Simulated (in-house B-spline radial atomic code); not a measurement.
Successive ionisation energies of platinum; each step leads to the configuration of the next row (after the last: [Kr] 4d3/2(4) 4d5/2(5)). Dirac energy differences include first-order Breit, QED and recoil terms. NIST's values go from ground level to ground level; the uncertainty of those that are theory runs from under 0.1 % in few-electron ions to several per cent in heavy many-electron ones. Computed with an all-electron radial atomic-structure program (B-spline basis): Dirac-Hartree-Fock, jj configuration that fills j = l - 1/2 first, finite nuclei.

A number in brackets counts the electrons of a j subshell.

| ion | configuration | ionisation energy (eV) | tabulated value (eV) | tabulated kind | computed minus tabulated (eV) | highest orbital | largest mean radius (bohr) |
| --- | --- | --- | --- | --- | --- | --- | --- |
| Pt28+ | [Kr] 4d10 4f5/2(4) | 962.2 | 980 | tabulated theory | -17.8 | 4f5/2 | 0.42986 |
| Pt29+ | [Kr] 4d10 4f5/2(3) | ? | ? | tabulated theory | ? | ? | ? |
| Pt30+ | [Kr] 4d10 4f5/2(2) | ? | ? | tabulated theory | ? | ? | ? |
| Pt31+ | [Kr] 4d10 4f5/2(1) | 1127.2 | 1140 | tabulated theory | -12.8 | 4f5/2 | 0.41893 |
| Pt32+ | [Kr] 4d10 | 1402.1 | 1402 | tabulated theory | 0.1 | 4d5/2 | 0.41536 |

Q: Fill in the row of Pt29+.

A: ionisation energy (eV): 1016.2; tabulated value (eV): 1040; computed minus tabulated (eV): -23.8; highest orbital: 4f5/2; largest mean radius (bohr): 0.42619.

Q: Fill in the row of Pt30+.

A: ionisation energy (eV): 1071.2; tabulated value (eV): 1090; computed minus tabulated (eV): -18.8; highest orbital: 4f5/2; largest mean radius (bohr): 0.42254.
